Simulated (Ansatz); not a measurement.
C$_{5}$H$_{12}$Si, singlet, geometry from GFN2-xTB. Base run: Ansatz (a first-principles code) with PBE/STO-3G.

The Ansatz input:
Ansatz 0.2 input:
```yaml
crystal:
  periodic: [false, false, false]
  atoms:
    - {symbol: C, position_ang: [2.09969304, -0.88807633, 1.07024251]}
    - {symbol: C, position_ang: [1.47938131, 0.16669378, 0.56540590]}
    - {symbol: Si, position_ang: [-0.27822790, 0.14471539, -0.14823312]}
    - {symbol: C, position_ang: [-0.70932913, 1.91047222, -0.72535719]}
    - {symbol: C, position_ang: [-1.51414155, -0.41817328, 1.19381653]}
    - {symbol: C, position_ang: [-0.35896631, -1.05961472, -1.62774492]}
    - {symbol: H, position_ang: [3.10234198, -0.84227493, 1.46909345]}
    - {symbol: H, position_ang: [1.62846602, -1.85714423, 1.10860404]}
    - {symbol: H, position_ang: [2.01189694, 1.11072167, 0.55795147]}
    - {symbol: H, position_ang: [-1.70950775, 1.95608508, -1.14523564]}
    - {symbol: H, position_ang: [-0.01891182, 2.25685325, -1.48854468]}
    - {symbol: H, position_ang: [-0.66873842, 2.61671776, 0.09848447]}
    - {symbol: H, position_ang: [-1.50559261, 0.25399108, 2.04664380]}
    - {symbol: H, position_ang: [-2.52948007, -0.44910483, 0.80955198]}
    - {symbol: H, position_ang: [-1.27089795, -1.41123062, 1.55889485]}
    - {symbol: H, position_ang: [0.32384535, -0.76219016, -2.41800042]}
    - {symbol: H, position_ang: [-0.09054437, -2.06777118, -1.32728167]}
    - {symbol: H, position_ang: [-1.35751067, -1.09847816, -2.05307519]}
basis:
  gaussian:
    orbitals: STO-3G
hamiltonian:
  xc: pbe
```

Each row names what was changed in the base input (with any setting that the change needs).

```json
[
 {"change": "base", "basis functions": "46", "E (Eh)": "-481.11453"},
 {"change": "basis = 6-31G", "basis functions": "82", "E (Eh)": "-486.72910"},
 {"change": "basis = 3-21G", "basis functions": "82", "E (Eh)": "-484.21298"},
 {"change": "basis = 6-31G*", "basis functions": "118", "E (Eh)": "-486.79078"},
 {"change": "basis = 6-31+G*", "basis functions": "142", "E (Eh)": "-486.80154"},
 {"change": "basis = cc-pVDZ", "basis functions": "148", "E (Eh)": "-486.80804"},
 {"change": "basis = cc-pV(D+d)Z", "basis functions": "153", "E (Eh)": "-486.81626"},
 {"change": "basis = 6-31G**", "basis functions": "154", "E (Eh)": "-486.80954"},
 {"change": "basis = def2-SVPD", "basis functions": "220", "E (Eh)": "-486.59205"},
 {"change": "basis = 6-311++G**", "basis functions": "225", "E (Eh)": "-486.87973"},
 {"change": "basis = 6-311+G(2d,p)", "basis functions": "242", "E (Eh)": "-486.88625"},
 {"change": "basis = aug-cc-pVDZ", "basis functions": "250", "E (Eh)": "-486.82855"},
 {"change": "basis = aug-pcseg-1", "basis functions": "250", "E (Eh)": "-486.77750"}
]
```

Totals compare only among sets that treat the same electrons; sets with core potentials leave the core out.
